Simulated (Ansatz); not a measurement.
Relaxation of the cluster LiCoO₂ with RKS PBE0-D4/def2-TZVP.

```sh
$ ansatz run in.yaml --threads 4 --pin off --events-out ev --progress --plain --max-ram 3916MiB
```

```yaml
crystal:
  periodic: [false, false, false]
  atoms:
    - {symbol: Li, position_ang: [-1.268750, 1.433160, 0.034420]}
    - {symbol: Co, position_ang: [0.159840, -1.603480, 0.002360]}
    - {symbol: O, position_ang: [-0.080140, 0.389440, -0.000940]}
    - {symbol: O, position_ang: [1.189050, -0.219130, -0.035840]}
basis:
  gaussian: {orbitals: def2-TZVP}
hamiltonian: {xc: pbe0, dispersion: d4}
scf: {lower_state_search: "off"}
output: {orbitals: {seedname: orbitals}}
relax: {f_tol: 0.02, max_steps: 100}
```

Hardware: 4 threads of Arm Neoverse V2 on a shared host. Wall time 23 s.

Positions (Å) and forces (eV/Å) at steps 1, 2, 3, 4, 5, 6, 7, 8, 9, 10, 11, 12, 13, 14, 15, 16, 17, 18, 19, 20 of 20:

```xyz
4
step=1 energy=-41912.2674 eV
Li   -1.269    1.433    0.034   -0.288    0.275    0.008
Co    0.160   -1.603    0.002   -0.750    0.400    0.020
O    -0.080    0.389   -0.001    0.259   -1.425   -0.002
O     1.189   -0.219   -0.036    0.778    0.750   -0.027
4
step=2 energy=-41912.3326 eV
Li   -1.273    1.420    0.035   -0.193    0.198    0.006
Co    0.137   -1.580    0.003   -0.575    0.448    0.015
O    -0.073    0.372   -0.001    0.185   -1.211    0.000
O     1.209   -0.212   -0.037    0.583    0.565   -0.020
4
step=3 energy=-41912.1412 eV rejected
Li   -1.275    1.351    0.035    0.026    0.040   -0.001
Co    0.048   -1.409    0.005   -0.959   -4.780    0.053
O    -0.055    0.261    0.000    0.170    3.384   -0.023
O     1.282   -0.203   -0.039    0.764    1.356   -0.030
4
step=4 energy=-41912.4327 eV
Li   -1.271    1.376    0.035   -0.087    0.118    0.003
Co    0.067   -1.514    0.005    0.077    0.104   -0.003
O    -0.055    0.317   -0.001   -0.020   -0.131    0.000
O     1.260   -0.179   -0.038    0.030   -0.090    0.000
4
step=5 energy=-41912.4342 eV
Li   -1.275    1.383    0.035    0.000    0.050    0.000
Co    0.071   -1.513    0.005    0.007   -0.056    0.000
O    -0.057    0.312   -0.002   -0.077   -0.009    0.001
O     1.260   -0.182   -0.038    0.070    0.015   -0.002
4
step=6 energy=-41912.4365 eV
Li   -1.267    1.396    0.035   -0.020    0.080    0.001
Co    0.082   -1.522    0.004    0.012   -0.059    0.000
O    -0.071    0.302   -0.002    0.021   -0.072   -0.002
O     1.256   -0.177   -0.038   -0.013    0.051    0.001
4
step=7 energy=-41912.4534 eV
Li   -1.223    1.460    0.035    0.012    0.097    0.001
Co    0.138   -1.560    0.003    0.015   -0.154    0.001
O    -0.137    0.242   -0.004   -0.174   -0.002    0.001
O     1.223   -0.143   -0.035    0.147    0.058   -0.002
4
step=8 energy=-41912.5050 eV
Li   -1.119    1.547    0.036    0.059    0.135    0.003
Co    0.235   -1.612    0.002    0.039   -0.063    0.000
O    -0.264    0.141   -0.010   -0.212   -0.170   -0.005
O     1.148   -0.075   -0.029    0.113    0.098    0.002
4
step=9 energy=-41912.5427 eV
Li   -0.997    1.652    0.037    0.515   -0.703   -0.020
Co    0.346   -1.674    0.001    0.053    0.908   -0.007
O    -0.414    0.016   -0.016    0.311    0.024    0.008
O     1.065    0.006   -0.022   -0.879   -0.229    0.018
4
step=10 energy=-41912.6209 eV
Li   -0.881    1.654    0.040    0.614   -0.899   -0.024
Co    0.392   -1.672    0.004    0.045    0.994   -0.004
O    -0.504   -0.058   -0.026    0.587    0.183    0.011
O     0.993    0.075   -0.017   -1.247   -0.278    0.017
4
step=11 energy=-41912.9013 eV
Li   -0.698    1.589    0.046    0.677   -0.640   -0.002
Co    0.429   -1.633    0.012    0.064    0.663    0.013
O    -0.602   -0.127   -0.046    0.373   -0.015   -0.020
O     0.871    0.171   -0.012   -1.114   -0.008    0.010
4
step=12 energy=-41913.1464 eV
Li   -0.515    1.530    0.077    0.215   -0.272    0.045
Co    0.471   -1.590    0.045    0.026    0.569    0.039
O    -0.696   -0.197   -0.099    0.422    0.108   -0.041
O     0.740    0.257   -0.023   -0.663   -0.405   -0.044
4
step=13 energy=-41913.2610 eV
Li   -0.472    1.476    0.262    0.031   -0.338    0.097
Co    0.466   -1.532    0.222   -0.243    0.711   -0.018
O    -0.694   -0.194   -0.299    0.032   -0.162   -0.015
O     0.700    0.250   -0.185    0.180   -0.211   -0.064
4
step=14 energy=-41913.2898 eV
Li   -0.471    1.451    0.284    0.012   -0.245    0.132
Co    0.453   -1.510    0.244   -0.164    0.451    0.055
O    -0.688   -0.191   -0.328   -0.035   -0.103   -0.077
O     0.706    0.250   -0.200    0.187   -0.102   -0.111
4
step=15 energy=-41913.3413 eV
Li   -0.473    1.406    0.336    0.026   -0.252    0.120
Co    0.422   -1.473    0.301   -0.160    0.407    0.044
O    -0.670   -0.183   -0.408    0.056   -0.073   -0.055
O     0.721    0.250   -0.229    0.078   -0.082   -0.109
4
step=16 energy=-41913.4407 eV
Li   -0.473    1.276    0.451   -0.018   -0.253    0.030
Co    0.335   -1.375    0.431   -0.251    0.798   -0.330
O    -0.616   -0.161   -0.591    0.346   -0.197    0.292
O     0.755    0.260   -0.291   -0.077   -0.347    0.008
4
step=17 energy=-41913.4754 eV
Li   -0.500    1.137    0.555    0.163   -0.296   -0.296
Co    0.232   -1.247    0.535   -0.185    0.781   -0.708
O    -0.542   -0.138   -0.744    0.456   -0.228    0.735
O     0.810    0.249   -0.347   -0.433   -0.256    0.268
4
step=18 energy=-41913.5092 eV
Li   -0.483    1.134    0.530    0.013   -0.001    0.027
Co    0.241   -1.238    0.503    0.015   -0.208    0.189
O    -0.554   -0.151   -0.693    0.000    0.094   -0.121
O     0.796    0.254   -0.341   -0.027    0.115   -0.096
4
step=19 energy=-41913.5110 eV
Li   -0.483    1.129    0.536    0.005   -0.020   -0.009
Co    0.237   -1.237    0.512   -0.006    0.021   -0.009
O    -0.549   -0.149   -0.703   -0.005   -0.001    0.011
O     0.796    0.257   -0.344    0.006    0.000    0.007
4
step=20 energy=-41913.5110 eV
Li   -0.483    1.126    0.536   -0.002    0.003    0.002
Co    0.235   -1.234    0.513   -0.001    0.001   -0.001
O    -0.549   -0.148   -0.704    0.001   -0.002    0.000
O     0.797    0.257   -0.345    0.002   -0.001   -0.001
```

The structure holds 1 bond(s) between oxygen atoms. The restricted singlet is unstable towards broken spin symmetry at other levels; at PBE0-D4/def2-TZVP this wasn't settled. The relaxation made no stability test and no search for a lower SCF solution. No other spin state of charge 0 was run. Another isomer (quintet) lies 3.32 eV lower at PBE0-D4/def2-TZVP; other spin states weren't run for this one.
